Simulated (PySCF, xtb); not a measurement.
CH5FO2Si2, SMILES [SiH3][Si@@H](OC=O)F.

GFN2-xTB (xtb) at its own geometry gives an orbital gap of 3.50 eV and a dipole moment of 1.32 D.

Coordinates come from a B3LYP-D3(BJ)/def2-SVP optimisation. The structure was generated by enumeration; whether it is a known compound was not checked. The values are those of a single conformer.

**Question.** What does PBE/def2-TZVP run with PySCF give? (Estimate from the structure and the level; the computed values follow.)

**Answer.** gap 5.08 eV (levels -7.05 and -1.98 eV), dipole 1.58 D.
